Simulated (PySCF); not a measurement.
Ligand exchange on a metal centre used in film growth or etching (Cd F-Br). All species are isolated molecules in the gas phase.

The HOMO from two functionals at the same geometries (BP86-D3(BJ)/def2-SVP), both in PySCF: PBE-D3(BJ)/def2-TZVP and B3LYP-D3(BJ)/def2-TZVP. B3LYP has the VWN-RPA correlation part, as in Gaussian. 

```json
[
 {"species": "0 of 2 F replaced by Br ([Cd(F)2])", "PBE-D3(BJ)/def2-TZVP (eV)": "-8.15"},
 {"species": "1 of 2 F replaced by Br", "PBE-D3(BJ)/def2-TZVP (eV)": "-7.38"},
 {"species": "2 of 2 F replaced by Br ([Cd(Br)2])", "PBE-D3(BJ)/def2-TZVP (eV)": "-7.14"}
]
```

### Question
What does B3LYP-D3(BJ)/def2-TZVP give for each?

### Answer

- 0 of 2 F replaced by Br ([Cd(F)2]): -9.81
- 1 of 2 F replaced by Br: -8.40
- 2 of 2 F replaced by Br ([Cd(Br)2]): -8.13
Over these rows, drawn at random from the members with no instability flagged (it was tested for open shells, ions and some series alone), PBE minus B3LYP-D3(BJ): mean +1.22 eV, from +0.98 eV to +1.66 eV.
